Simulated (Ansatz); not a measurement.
Basis-set extrapolation for C2H4ClNOSi, SMILES `O[SiH](Cl)C1=CN1` (PBE0-D4/def2-TZVP geometry, frozen core, Ansatz 0.2.0). Multiplicity 1, RHF reference.

```
                      def2-TZVPP   def2-QZVPP
                 HF  -955.904497  -955.936108
    MP2 correlation    -1.059518    -1.143121
CCSD(T) correlation    -1.144373      not run
```

Energies in hartree. Use E(X) = E(∞) + A·exp(−7.88·√X) for Hartree–Fock and E(X) = E(∞) + B·X^(−2.97) for correlation, with X = 3 and 4, and add CCSD(T) minus MP2 of the smaller set to the MP2 limit.

Q: What is the CCSD(T) energy at the basis-set limit?

A: HF limit: -955.936108 + (-0.031611) × 0.13774 = -955.94046. MP2 limit: -1.143121 + (-0.083603) × 0.74074 = -1.20505. Higher-order term: -1.144373 − (-1.059518) = -0.08486. Total: -957.23037 hartree, 476.5 kJ/mol below CCSD(T)/def2-TZVPP.
